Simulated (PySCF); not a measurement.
MoOF + HBr → MoOBr + HF

Level: PBE0 in the def2-TZVP basis family, computed in PySCF with density fitting; scalar-relativistic core potentials for atoms from Rb on, none lighter, no spin–orbit coupling; open shells unrestricted.

| species | state and structure | E (Eh) | ZPE (kJ/mol) | H(298 K) − H(0) (kJ/mol) | S° (J/(mol K)) |
| --- | --- | --- | --- | --- | --- |
| MoOF | quartet, Cs, Mo–F 1.879 Å, Mo–O 1.666 Å; F–Mo–O 140.8° | -243.20180 | 11.2 | 11.9 | 289.1 |
| HBr | singlet, C∞v, H–Br 1.421 Å | -2574.45811 | 16.0 | 8.7 | 198.5 |
| MoOBr | quartet, Cs, Mo–Br 2.430 Å, Mo–O 1.664 Å; Br–Mo–O 136.2° | -2717.27609 | 8.7 | 12.9 | 313.3 |
| HF | singlet, C∞v, H–F 0.920 Å | -100.39188 | 24.9 | 8.7 | 173.6 |

What is the electronic reaction energy?

At PBE0/def2-TZVP, ΔE = -21.2 kJ/mol from the differences of the total energies times 2625.5, downhill. 

Add zero-point, thermal and entropy terms for 298.15 K and 1 bar.

ΔZPE = 6.4 and Δ[H(298) − H(0)] = 1.0 kJ/mol give ΔH° = -13.8 kJ/mol. ΔS° = -0.7 J/(mol K), so ΔG° = -13.8 − 298.15 × (-0.0007) = -14 kJ/mol and log₁₀K = 2.4.

Open d or f shells are single determinants, so the state found may not be the ground state. Only the bonding shown was studied: isomers, or loss of a ligand pair, can lie lower.
